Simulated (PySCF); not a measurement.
## One molecule, many functionals

HBr.
Hydrogens: H2 on Br1.

Linear-response calculations in the def2-SVPD basis (PySCF; singlets by full response, triplets Tamm–Dancoff, core orbitals frozen in the response; HF means time-dependent Hartree–Fock). 'Strongest' is the level of largest summed f among the singlets computed (10 roots, of which the last may lack a degenerate partner); it can jump between rows when another state enters that window. S1 is the lowest singlet of each run and needn't be the same state throughout; f(S1) is that of one state. Geometry: PBE0-D3(BJ)/def2-SVP; no solvent, vibrations or thermal averaging. The LDA/def2-SVPD calculation is non-relativistic and has no spin–orbit coupling, an omission that weighs most on bromine.

```json
{"functional": "LDA", "kind": "LDA", "S1 (eV)": "6.44", "f(S1)": "0.022", "strongest (eV)": "8.52", "T1 (eV)": "5.96", "HOMO (eV)": "-7.59", "gap (eV)": "6.17", "ionisation energy, ΔSCF (eV)": "12.04"}
{"functional": "PBE", "kind": "GGA", "S1 (eV)": "6.40", "f(S1)": "0.020", "strongest (eV)": "8.40", "T1 (eV)": "5.85", "HOMO (eV)": "-7.47", "gap (eV)": "6.15", "ionisation energy, ΔSCF (eV)": "11.78"}
{"functional": "B3LYP", "kind": "global hybrid, 20% exact exchange", "S1 (eV)": "6.51", "f(S1)": "0.017", "strongest (eV)": "8.62", "T1 (eV)": "5.95", "HOMO (eV)": "-8.53", "gap (eV)": "7.76", "ionisation energy, ΔSCF (eV)": "11.86"}
{"functional": "PBE0", "kind": "global hybrid, 25% exact exchange", "S1 (eV)": "6.72", "f(S1)": "0.015", "strongest (eV)": "8.83", "T1 (eV)": "6.11", "HOMO (eV)": "-8.80", "gap (eV)": "8.37", "ionisation energy, ΔSCF (eV)": "11.80"}
{"functional": "BHandHLYP", "kind": "global hybrid, 50% exact exchange", "S1 (eV)": "6.81", "f(S1)": "0.013", "strongest (eV)": "9.00", "T1 (eV)": "6.18", "HOMO (eV)": "-9.96", "gap (eV)": "10.24", "ionisation energy, ΔSCF (eV)": "11.71"}
{"functional": "wB97X-D", "kind": "range-separated hybrid", "S1 (eV)": "6.80", "f(S1)": "0.014", "strongest (eV)": "8.90", "T1 (eV)": "6.23", "HOMO (eV)": "-10.73", "gap (eV)": "12.05", "ionisation energy, ΔSCF (eV)": "11.85"}
{"functional": "LC-wPBE", "kind": "range-separated hybrid", "S1 (eV)": "6.97", "f(S1)": "0.010", "strongest (eV)": "9.15", "T1 (eV)": "6.29", "HOMO (eV)": "-11.61", "gap (eV)": "13.26", "ionisation energy, ΔSCF (eV)": "11.83"}
{"functional": "HF", "kind": "Hartree–Fock", "S1 (eV)": "7.23", "f(S1)": "0.010", "strongest (eV)": "9.43", "T1 (eV)": "6.44", "HOMO (eV)": "-11.85", "gap (eV)": "13.97", "ionisation energy, ΔSCF (eV)": "not settled"}
```

Problem. What does CAM-B3LYP (range-separated hybrid) give?

Solution. S1 (eV) 6.63, f(S1) 0.015, strongest (eV) 8.77, T1 (eV) 6.04, HOMO (eV) -10.16, gap (eV) 10.58, ionisation energy, ΔSCF (eV) 11.86. S1 runs from 6.40 eV (PBE) to 7.23 eV (HF), a spread of 0.83 eV, while the orbital gap spreads over 7.8 eV. Along PBE (0%), B3LYP (20%), PBE0 (25%), BHandHLYP (50%), HF (100%) S1 rises with the share of exact exchange. −ε(HOMO) comes closest to its own ΔSCF ionisation energy with LC-wPBE (-0.22 eV) and misses most with LDA (-4.45 eV). 'Not settled' means that the ion's SCF failed to converge or may have ended in another state than the lowest.
